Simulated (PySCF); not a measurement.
**Dipole moment and polarisability of `FC[Si@@H]1CCN1`**

Species: C3H8FNSi.
Cartesian coordinates in Å at the GFN2-xTB level; atoms count from 1:
```xyz
14
C3H8FNSi angstrom
F      3.1754   -0.2514   -0.3528
C      2.1278    0.0770    0.4853
Si     0.4834   -0.5364   -0.2775
C     -0.8315    0.6622   -0.9776
C     -1.7805    0.1545    0.1142
N     -0.7840   -0.5804    0.8848
H      2.3397   -0.4060    1.4413
H      2.1755    1.1583    0.6270
H      0.7921   -1.6935   -1.1271
H     -0.6236    1.7233   -0.8873
H     -1.1842    0.4671   -1.9839
H     -2.5639   -0.4947   -0.2876
H     -2.2498    0.9392    0.7133
H     -1.0773   -1.2195    1.6058
```

Level: CAM-B3LYP/def2-SVPD (PySCF), static field, nuclei fixed, core orbitals frozen in the response. The polarisability tensor in these axes (au):

```
x   77.88 -3.46  0.67
y   -3.46 61.85 -0.19
z    0.67 -0.19 63.56
```

**Question.** Diagonalise the tensor; give its mean and Δα, where Δα² is half the sum of the squared differences of the eigenvalues.

**Answer.** Principal values 61.14, 63.53 and 78.62 au; mean 67.76 au = 10.04 Å³ = 11.17 × 10⁻⁴⁰ C²·m²/J; Δα = 16.42 au (24 % of the mean).

**Question.** What is the dipole moment, and where does it point?

**Answer.** (-1.88, 0.04, 1.04) D, 2.15 D in size, pointing from the negative to the positive side. Measured along this direction, the outermost atoms are F1 at the negative end and H13 at the positive end.

**Question.** Find the Langevin capture rate constant for O2+ (31.990 u) meeting this molecule (105.041 u), k = 2.342 × 10⁻⁹ cm³/s × √(α in Å³ / reduced mass in u).

**Answer.** The reduced mass is 24.52 u, so k = 1.50 × 10⁻⁹ cm³/s. The formula leaves out the permanent dipole, which adds to the capture rate.

**Question.** In a dilute gas of rigid molecules at 250 K, how does the orientational term μ²/3kT compare with the electronic polarisability?

**Answer.** In Gaussian units μ²/3kT = 44.46 Å³ against 10.04 Å³, a ratio of 4.43; the Debye molar polarisation (4π/3)N_A(α + μ²/3kT) is 137.5 cm³/mol, leaving out the vibrational part.

**Question.** Along which axes do the principal values lie, and how far do the nuclei extend along each?

**Answer.** Largest value along (0.98, -0.20, 0.05), where the nuclei span 5.56 Å; middle along (-0.05, -0.01, 1.00), 3.60 Å; least along (0.20, 0.98, 0.02), 3.11 Å. The response follows the extents in order.

One conformer (not necessarily the lowest) at the GFN2-xTB geometry, without solvent, vibrations or thermal averaging.
